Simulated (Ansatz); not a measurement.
`C1C[O][AlH][CH2]1`, relaxed with RKS PBE0-D4/def2-TZVP in Ansatz 0.2.0 from a PBE-D4/def2-SVP geometry. The force threshold is 0.005 eV/Å; the program also tests the step.

Charge 0, multiplicity 1.

Start:

```xyz
12

C    -0.270   -0.939   -0.126
C     0.871   -0.552    0.848
O     1.480    0.679    0.465
Al    0.375    1.624   -0.502
C    -1.098    0.309   -0.524
H    -0.892   -1.744    0.325
H     0.188   -1.375   -1.042
H     1.642   -1.354    0.881
H     0.464   -0.460    1.886
H     0.752    3.083   -1.014
H    -1.670    0.163   -1.462
H    -1.843    0.566    0.264
```

```tsv
step	energy (eV)	largest force (eV/Å)	largest move (Å)
1	-11863.1671	0.652	0.000
2	-11863.2145	0.401	0.029
3	-11863.2222	0.060	0.014
4	-11863.2224	0.019	0.006
5	-11863.2224	0.008	0.002
6	-11863.2224	0.001	0.000
```

End:

```xyz
12

C    -0.268   -0.934   -0.126
C     0.860   -0.551    0.843
O     1.471    0.667    0.452
Al    0.381    1.600   -0.485
C    -1.089    0.310   -0.516
H    -0.882   -1.725    0.317
H     0.187   -1.356   -1.030
H     1.620   -1.339    0.876
H     0.458   -0.444    1.860
H     0.730    3.047   -1.008
H    -1.644    0.170   -1.444
H    -1.824    0.554    0.261
```

Run time 25 s (4 threads of an Arm Neoverse V1 on a shared host); peak host memory 0.52 GiB.
